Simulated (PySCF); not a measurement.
Members of one family of related compounds. Method used: TDDFT B3LYP/def2-SVPD, vertical, gas phase, core orbitals frozen in the response (PySCF). Geometries: PBE0-D3(BJ)/def2-SVP; one conformer of each isolated species. Triplets are in the Tamm–Dancoff approximation. 'Strongest' means the level of largest summed f among the lowest 10 singlets; it needn't be the same kind of state in each.

**Question.** Rank by computed HOMO–LUMO gap, highest first.
A. `FC(F)(F)OB1OBOBO1`
B. `C=NB1OBOBO1`
C. `C/N=C/B1OBOBO1`
D. `[SiH3]OB1OBOBO1`
E. `CN(C)B1OBOBO1`
F. `[H]/N=C/B1OBOBO1`
G. `CC(=O)NB1OBOBO1`
H. `COB1OBOBO1`

**Answer.** A (8.64 eV), D (8.33 eV), H (8.05 eV), G (6.61 eV), E (6.43 eV), B (5.94 eV), F (5.35 eV), C (5.16 eV).

```json
{"SMILES": "FC(F)(F)OB1OBOBO1", "gap (eV)": "8.64", "HOMO (eV)": "-9.86", "S1 (eV)": "7.38", "strongest (eV)": "9.08", "f (S1)": "0.024", "T1 (eV)": "6.87", "S1 mainly": "H→L (99%)"}
{"SMILES": "[SiH3]OB1OBOBO1", "gap (eV)": "8.33", "HOMO (eV)": "-9.16", "S1 (eV)": "7.26", "strongest (eV)": "8.24", "f (S1)": "0.020", "T1 (eV)": "6.80", "S1 mainly": "H-1→L (63%)"}
{"SMILES": "COB1OBOBO1", "gap (eV)": "8.05", "HOMO (eV)": "-8.78", "S1 (eV)": "7.22", "strongest (eV)": "8.15", "f (S1)": "0.019", "T1 (eV)": "6.79", "S1 mainly": "H-1→L (86%)"}
{"SMILES": "CC(=O)NB1OBOBO1", "gap (eV)": "6.61", "HOMO (eV)": "-7.48", "S1 (eV)": "5.02", "strongest (eV)": "6.84", "f (S1)": "0.000", "T1 (eV)": "4.55", "S1 mainly": "H→L (87%)"}
{"SMILES": "CN(C)B1OBOBO1", "gap (eV)": "6.43", "HOMO (eV)": "-6.93", "S1 (eV)": "5.67", "strongest (eV)": "6.65", "f (S1)": "0.001", "T1 (eV)": "5.58", "S1 mainly": "H→L (100%)"}
{"SMILES": "C=NB1OBOBO1", "gap (eV)": "5.94", "HOMO (eV)": "-7.44", "S1 (eV)": "4.24", "strongest (eV)": "6.97", "f (S1)": "0.000", "T1 (eV)": "3.65", "S1 mainly": "H→L (99%)"}
{"SMILES": "[H]/N=C/B1OBOBO1", "gap (eV)": "5.35", "HOMO (eV)": "-7.56", "S1 (eV)": "3.93", "strongest (eV)": "7.14", "f (S1)": "0.002", "T1 (eV)": "3.12", "S1 mainly": "H→L (99%)"}
{"SMILES": "C/N=C/B1OBOBO1", "gap (eV)": "5.16", "HOMO (eV)": "-7.18", "S1 (eV)": "3.76", "strongest (eV)": "6.33", "f (S1)": "0.001", "T1 (eV)": "3.01", "S1 mainly": "H→L (99%)"}
```

H and L stand for HOMO and LUMO.

- `FC(F)(F)OB1OBOBO1`: Löwdin shares by element: HOMO oxygen 45% or more, boron 22% or more (atoms not listed hold the other 32%); LUMO boron 55% or more, oxygen 23% or more (atoms not listed hold the other 22%).
- `[SiH3]OB1OBOBO1`: Löwdin shares by element: HOMO hydrogen 32% or more, oxygen 30% or more, silicon 24%; LUMO boron 54% or more, oxygen 24% or more (atoms not listed hold the other 22%).
- `COB1OBOBO1`: Löwdin shares by element: HOMO oxygen 55% or more, carbon 15%, hydrogen 8% or more (atoms not listed hold the other 22%); LUMO boron 54% or more, oxygen 24% or more (atoms not listed hold the other 22%).
- `CC(=O)NB1OBOBO1`: Löwdin shares by element: HOMO oxygen 68% or more, carbon 19%, nitrogen 6%; LUMO boron 24% or more, carbon 22% or more, oxygen 18% or more (atoms not listed hold the other 36%).
- `CN(C)B1OBOBO1`: Löwdin shares by element: HOMO nitrogen 49%, carbon 17%, boron 8% or more (atoms not listed hold the other 26%); LUMO boron 54% or more, oxygen 23% or more (atoms not listed hold the other 23%).
- `C=NB1OBOBO1`: Löwdin shares by element: HOMO nitrogen 53%, carbon 16%, boron 8% or more, hydrogen 7% or more (atoms not listed hold the other 17%); LUMO carbon 42%, nitrogen 35%, hydrogen 14% or more.
- `[H]/N=C/B1OBOBO1`: Löwdin shares by element: HOMO nitrogen 57%, carbon 18%, hydrogen 16% or more; LUMO nitrogen 30%, carbon 25%, boron 20% or more, oxygen 8% or more (atoms not listed hold the other 18%).
- `C/N=C/B1OBOBO1`: Löwdin shares by element: HOMO nitrogen 58%, carbon 24%, hydrogen 7% or more; LUMO nitrogen 28%, carbon 22% or more, boron 20% or more, oxygen 8% or more (atoms not listed hold the other 22%).
